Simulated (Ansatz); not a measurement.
Ansatz (a first-principles code) input (B3LYP-D3(BJ)/def2-TZVP):

Ansatz 0.2 input:
```yaml
crystal:
  periodic: [false, false, false]
  atoms:
    - {symbol: C, position_ang: [2.87429158, -0.09777124, -0.01762495]}
    - {symbol: C, position_ang: [1.55537185, 0.14536893, -0.76216808]}
    - {symbol: C, position_ang: [0.54118306, 0.82024351, 0.05729378]}
    - {symbol: C, position_ang: [-0.63078803, 0.61580104, 0.59996590]}
    - {symbol: C, position_ang: [-1.45485384, -0.64998523, 0.47511705]}
    - {symbol: C, position_ang: [-2.79848975, -0.39985671, -0.21277309]}
    - {symbol: H, position_ang: [2.71181115, -0.72370971, 0.86076203]}
    - {symbol: H, position_ang: [3.59649693, -0.59577657, -0.66666423]}
    - {symbol: H, position_ang: [3.30791042, 0.84499405, 0.31804702]}
    - {symbol: H, position_ang: [1.74977805, 0.73746961, -1.66241771]}
    - {symbol: H, position_ang: [1.15162194, -0.81637549, -1.11550110]}
    - {symbol: H, position_ang: [-1.09239636, 1.41162060, 1.18493130]}
    - {symbol: H, position_ang: [-1.63140288, -1.05367150, 1.47763384]}
    - {symbol: H, position_ang: [-0.89003281, -1.40716125, -0.07229168]}
    - {symbol: H, position_ang: [-3.37945431, 0.35213461, 0.32568793]}
    - {symbol: H, position_ang: [-2.65123060, -0.03787354, -1.23178088]}
    - {symbol: H, position_ang: [-3.39339088, -1.31445265, -0.25727010]}
basis:
  gaussian:
    orbitals: def2-TZVP
hamiltonian:
  xc: b3lyp
  dispersion: d3bj
magnetization: {spin_polarized: true, initial_magnetization: 1}
phonons: {temperatures: {t_min: 298.15, t_max: 298.15, t_step: 100}}
```

Output:

```
Functional definition: B3LYP
integrals: 0.18 GiB planned
1564 factors; their error is unknown
0.34 GiB of the device are held for the grids
1.39 GiB of device memory are held for the factors and their scratch space
mean field: 1.71 GiB planned
mean field evaluation 1: about -6386.1514 eV, gradient 5.7e1 eV
mean field evaluation 2: about -6377.5176 eV, gradient 6.9e1 eV
mean field evaluation 4: about -6401.7579 eV, gradient 5.7e0 eV
mean field evaluation 8: about -6401.9160 eV, gradient 1.1e-1 eV
mean field evaluation 16: about -6401.8792 eV, gradient 1.2e-3 eV
mean field -6401.87916830 eV, -235.2647200855 hartree, gradient 4.6e-5 eV, S^2 0.758265; 0 other end points of the search recorded, 0 dependent functions left out
the calculation of the forces begins
reference -6401.87950452 eV, -235.2647324413 hartree; 24, 23 occupied and 228, 229 virtual orbitals, 1564 factors
these checks for a lower state are left out or cut short: stability, starts, cluster_reference, orbital_swaps, neighbouring_geometries, increment
integrals: 0.18 GiB planned
1564 factors; their error is unknown
0.34 GiB of the device are held for the grids
1.39 GiB of device memory are held for the factors and their scratch space
mean field: 1.71 GiB planned
mean field -6401.87906797 eV, -235.2647163985 hartree, gradient 1.6e-6 eV, S^2 0.758264; 0 other end points of the search recorded, 0 dependent functions left out
the calculation of the forces begins
reference -6401.87940414 eV, -235.2647287523 hartree; 24, 23 occupied and 228, 229 virtual orbitals, 1564 factors
these checks for a lower state are left out or cut short: stability, starts, cluster_reference, orbital_swaps, neighbouring_geometries, increment
integrals: 0.18 GiB planned
1564 factors; their error is unknown
0.34 GiB of the device are held for the grids
1.39 GiB of device memory are held for the factors and their scratch space
mean field: 1.71 GiB planned
mean field evaluation 32: about -6401.8790 eV, gradient 5.1e-4 eV
mean field -6401.87897560 eV, -235.2647130039 hartree, gradient 1.6e-6 eV, S^2 0.758266; 0 other end points of the search recorded, 0 dependent functions left out
the calculation of the forces begins
reference -6401.87931188 eV, -235.2647253618 hartree; 24, 23 occupied and 228, 229 virtual orbitals, 1564 factors
these checks for a lower state are left out or cut short: stability, starts, cluster_reference, orbital_swaps, neighbouring_geometries, increment
integrals: 0.18 GiB planned
1564 factors; their error is unknown
0.34 GiB of the device are held for the grids
1.39 GiB of device memory are held for the factors and their scratch space
mean field: 1.72 GiB planned
mean field -6401.87899325 eV, -235.2647136527 hartree, gradient 1.6e-6 eV, S^2 0.758264; 0 other end points of the search recorded, 0 dependent functions left out
the calculation of the forces begins
reference -6401.87932950 eV, -235.2647260095 hartree; 24, 23 occupied and 228, 229 virtual orbitals, 1564 factors
these checks for a lower state are left out or cut short: stability, starts, cluster_reference, orbital_swaps, neighbouring_geometries, increment
integrals: 0.18 GiB planned
1564 factors; their error is unknown
0.34 GiB of the device are held for the grids
1.39 GiB of device memory are held for the factors and their scratch space
mean field: 1.71 GiB planned
mean field -6401.87900041 eV, -235.2647139157 hartree, gradient 1.6e-6 eV, S^2 0.758266; 0 other end points of the search recorded, 0 dependent functions left out
[...]
reference -6401.87951998 eV, -235.2647330094 hartree; 24, 23 occupied and 228, 229 virtual orbitals, 1564 factors
these checks for a lower state are left out or cut short: stability, starts, cluster_reference, orbital_swaps, neighbouring_geometries, increment
integrals: 0.18 GiB planned
1564 factors; their error is unknown
0.34 GiB of the device are held for the grids
1.39 GiB of device memory are held for the factors and their scratch space
mean field: 1.72 GiB planned
mean field evaluation 672: about -6401.8791 eV, gradient 1.6e-6 eV
mean field -6401.87914165 eV, -235.2647191061 hartree, gradient 1.6e-6 eV, S^2 0.758265; 0 other end points of the search recorded, 0 dependent functions left out
the calculation of the forces begins
reference -6401.87947788 eV, -235.2647314623 hartree; 24, 23 occupied and 228, 229 virtual orbitals, 1564 factors
these checks for a lower state are left out or cut short: stability, starts, cluster_reference, orbital_swaps, neighbouring_geometries, increment
integrals: 0.18 GiB planned
1564 factors; their error is unknown
0.34 GiB of the device are held for the grids
1.39 GiB of device memory are held for the factors and their scratch space
mean field: 1.71 GiB planned
mean field -6401.87914758 eV, -235.2647193242 hartree, gradient 1.6e-6 eV, S^2 0.758265; 0 other end points of the search recorded, 0 dependent functions left out
the calculation of the forces begins
reference -6401.87948379 eV, -235.2647316796 hartree; 24, 23 occupied and 228, 229 virtual orbitals, 1564 factors
these checks for a lower state are left out or cut short: stability, starts, cluster_reference, orbital_swaps, neighbouring_geometries, increment
integrals: 0.18 GiB planned
1564 factors; their error is unknown
0.34 GiB of the device are held for the grids
1.39 GiB of device memory are held for the factors and their scratch space
mean field: 1.71 GiB planned
mean field -6401.87905402 eV, -235.2647158856 hartree, gradient 1.6e-6 eV, S^2 0.758265; 0 other end points of the search recorded, 0 dependent functions left out
the calculation of the forces begins
reference -6401.87939021 eV, -235.2647282404 hartree; 24, 23 occupied and 228, 229 virtual orbitals, 1564 factors
these checks for a lower state are left out or cut short: stability, starts, cluster_reference, orbital_swaps, neighbouring_geometries, increment
integrals: 0.18 GiB planned
1564 factors; their error is unknown
0.34 GiB of the device are held for the grids
1.39 GiB of device memory are held for the factors and their scratch space
mean field: 1.72 GiB planned
mean field -6401.87910144 eV, -235.2647176283 hartree, gradient 1.6e-6 eV, S^2 0.758265; 0 other end points of the search recorded, 0 dependent functions left out
the calculation of the forces begins
reference -6401.87943768 eV, -235.2647299851 hartree; 24, 23 occupied and 228, 229 virtual orbitals, 1564 factors
these checks for a lower state are left out or cut short: stability, starts, cluster_reference, orbital_swaps, neighbouring_geometries, increment
integrals: 0.18 GiB planned
1564 factors; their error is unknown
0.34 GiB of the device are held for the grids
1.39 GiB of device memory are held for the factors and their scratch space
mean field: 1.71 GiB planned
mean field -6401.87910454 eV, -235.2647177425 hartree, gradient 1.6e-6 eV, S^2 0.758265; 0 other end points of the search recorded, 0 dependent functions left out
the calculation of the forces begins
reference -6401.87944072 eV, -235.2647300966 hartree; 24, 23 occupied and 228, 229 virtual orbitals, 1564 factors
these checks for a lower state are left out or cut short: stability, starts, cluster_reference, orbital_swaps, neighbouring_geometries, increment
integrals: 0.18 GiB planned
1564 factors; their error is unknown
0.34 GiB of the device are held for the grids
1.39 GiB of device memory are held for the factors and their scratch space
mean field: 1.71 GiB planned
mean field evaluation 704: about -6401.8792 eV, gradient 5.1e-4 eV
mean field -6401.87915196 eV, -235.2647194850 hartree, gradient 1.5e-6 eV, S^2 0.758265; 0 other end points of the search recorded, 0 dependent functions left out
the calculation of the forces begins
reference -6401.87948823 eV, -235.2647318425 hartree; 24, 23 occupied and 228, 229 virtual orbitals, 1564 factors
these checks for a lower state are left out or cut short: stability, starts, cluster_reference, orbital_swaps, neighbouring_geometries, increment
integrals: 0.18 GiB planned
1564 factors; their error is unknown
0.34 GiB of the device are held for the grids
1.39 GiB of device memory are held for the factors and their scratch space
mean field: 1.72 GiB planned
mean field -6401.87908109 eV, -235.2647168805 hartree, gradient 1.6e-6 eV, S^2 0.758265; 0 other end points of the search recorded, 0 dependent functions left out
the calculation of the forces begins
reference -6401.87941725 eV, -235.2647292341 hartree; 24, 23 occupied and 228, 229 virtual orbitals, 1564 factors
these checks for a lower state are left out or cut short: stability, starts, cluster_reference, orbital_swaps, neighbouring_geometries, increment
integrals: 0.18 GiB planned
1564 factors; their error is unknown
0.34 GiB of the device are held for the grids
1.39 GiB of device memory are held for the factors and their scratch space
mean field: 1.71 GiB planned
mean field -6401.87910289 eV, -235.2647176817 hartree, gradient 1.6e-6 eV, S^2 0.758265; 0 other end points of the search recorded, 0 dependent functions left out
the calculation of the forces begins
reference -6401.87943917 eV, -235.2647300398 hartree; 24, 23 occupied and 228, 229 virtual orbitals, 1564 factors
these checks for a lower state are left out or cut short: stability, starts, cluster_reference, orbital_swaps, neighbouring_geometries, increment
integrals: 0.18 GiB planned
1564 factors; their error is unknown
0.34 GiB of the device are held for the grids
1.39 GiB of device memory are held for the factors and their scratch space
mean field: 1.72 GiB planned
mean field -6401.87914663 eV, -235.2647192891 hartree, gradient 1.6e-6 eV, S^2 0.758265; 0 other end points of the search recorded, 0 dependent functions left out
the calculation of the forces begins
reference -6401.87948284 eV, -235.2647316446 hartree; 24, 23 occupied and 228, 229 virtual orbitals, 1564 factors
these checks for a lower state are left out or cut short: stability, starts, cluster_reference, orbital_swaps, neighbouring_geometries, increment
integrals: 0.18 GiB planned
1564 factors; their error is unknown
0.34 GiB of the device are held for the grids
1.39 GiB of device memory are held for the factors and their scratch space
mean field: 1.72 GiB planned
mean field -6401.87916111 eV, -235.2647198212 hartree, gradient 1.5e-6 eV, S^2 0.758265; 0 other end points of the search recorded, 0 dependent functions left out
the calculation of the forces begins
reference -6401.87949734 eV, -235.2647321774 hartree; 24, 23 occupied and 228, 229 virtual orbitals, 1564 factors
Total energy: -6402.44321377 eV, -235.2854483742 hartree
Atom 0 at     2.874292    -0.097771    -0.017625 Å, force    -0.001528     0.000707    -0.000665 eV/Å
Atom 1 at     1.555372     0.145369    -0.762168 Å, force     0.000496    -0.000809     0.000115 eV/Å
Atom 2 at     0.541183     0.820244     0.057294 Å, force     0.000068     0.001029     0.000630 eV/Å
Atom 3 at    -0.630788     0.615801     0.599966 Å, force     0.000768    -0.001805     0.000893 eV/Å
Atom 4 at    -1.454854    -0.649985     0.475117 Å, force    -0.000320     0.001124    -0.000631 eV/Å
Atom 5 at    -2.798490    -0.399857    -0.212773 Å, force     0.000756    -0.000673     0.000257 eV/Å
Atom 6 at     2.711811    -0.723710     0.860762 Å, force     0.000266     0.000365    -0.000706 eV/Å
Atom 7 at     3.596497    -0.595777    -0.666664 Å, force    -0.000218    -0.000106    -0.000047 eV/Å
Atom 8 at     3.307910     0.844994     0.318047 Å, force    -0.000513    -0.000643     0.000045 eV/Å
Atom 9 at     1.749778     0.737470    -1.662418 Å, force     0.000261    -0.000327     0.000581 eV/Å
Atom 10 at     1.151622    -0.816375    -1.115501 Å, force     0.000353     0.000394     0.000478 eV/Å
Atom 11 at    -1.092396     1.411621     1.184931 Å, force    -0.000131     0.000116    -0.000754 eV/Å
Atom 12 at    -1.631403    -1.053672     1.477634 Å, force    -0.000074     0.000201     0.000012 eV/Å
Atom 13 at    -0.890033    -1.407161    -0.072292 Å, force    -0.000043     0.000360    -0.000214 eV/Å
Atom 14 at    -3.379454     0.352135     0.325688 Å, force    -0.000149     0.000198    -0.000074 eV/Å
Atom 15 at    -2.651231    -0.037874    -1.231781 Å, force    -0.000020    -0.000200     0.000062 eV/Å
Atom 16 at    -3.393391    -1.314453    -0.257270 Å, force     0.000027     0.000069     0.000019 eV/Å
Dipole moment:    -0.003073    -0.183671    -0.073573 e Å
Vibrations: 43.44 58.19 163.14 196.02 232.82 267.51 369.70 487.99 550.36 765.58 791.71 813.68 825.77 901.12 1006.62 1034.15 1071.47 1084.69 1094.85 1132.75 1272.37 1274.84 1308.24 1339.84 1349.55 1409.77 1410.97 1458.91 1485.44 1495.29 1495.99 1503.48 1504.66 1756.21 2944.07 3015.33 3024.35 3028.89 3038.01 3059.88 3081.94 3091.66 3098.14 3102.69 3106.46 cm⁻¹, zero-point energy 4.125482 eV
```

It need not be the lowest isomer of its formula.
